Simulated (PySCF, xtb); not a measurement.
H₃Zr, SMILES [ZrH3+] (connectivity only; charge and spin as stated), charge +1, multiplicity 1.

GFN2-xTB in xtb at its own geometry gives an orbital gap of 2.98 eV.

Geometry: PBE0-D3(BJ)/def2-TZVPD. A frequency run showed that this geometry is not a minimum. The spin state was assumed, not searched. The def2 effective core potentials stand for the cores of Zr; spin–orbit coupling is left out.

Problem. What does CAM-B3LYP/def2-TZVPD (PySCF) give? (The exact figures need the calculation; the answer reports its results.)

Solution. gap 7.20 eV (levels -15.89 and -8.69 eV).
